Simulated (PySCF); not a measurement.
H3IrO3, SMILES [OH][Ir]([OH])[OH] (connectivity only; charge and spin as stated), neutral, multiplicity 3.

Geometry optimised at r2SCAN-D4/def2-SVP. The multiplicity is an assumed one; other spin states were not compared. The def2 effective core potentials stand for the cores of Ir; spin–orbit coupling is left out. The values are those of a single conformer.

Two levels are set side by side: PBE/def2-TZVPD (PySCF) and r2SCAN/def2-TZVPD (PySCF). Same geometry, gas phase. Differences are taken from unrounded values.

```tsv
quantity	r2SCAN
α-spin orbital gap (eV)	2.49
β-spin orbital gap (eV)	1.68
dipole moment (D)	1.07
mean polarisability (bohr³)	58.4
```

What does PBE give, and how far is it from r2SCAN? (The exact figures need the calculation; the answer reports its results.)


| quantity | PBE | PBE minus r2SCAN |
|---|---|---|
| α-spin orbital gap (eV) | 2.00 | -0.49 |
| β-spin orbital gap (eV) | 1.10 | -0.58 |
| dipole moment (D) | 1.08 | 0.01 |
| mean polarisability (bohr³) | 61.1 | 2.6 |

Rough cost on one machine, each run with all the roots and properties that it gave: r2SCAN against PBE within a factor of 2.
